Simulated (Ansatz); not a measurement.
A run for Ansatz (a quantum-chemistry and plane-wave program): U-SVWN5/def2-TZVPP on F (SMILES [F]).

Ansatz 0.2 input:
```yaml
crystal:
  periodic: [false, false, false]
  atoms:
    - {symbol: F, position_ang: [0.00000000, 0.00000000, 0.00000000]}
basis:
  gaussian:
    orbitals: def2-TZVPP
hamiltonian:
  xc: {name: SVWN5}
magnetization: {spin_polarized: true, initial_magnetization: 1}
```

Problem. What total energy does the run end on?

Solution. -99.1074 hartree.
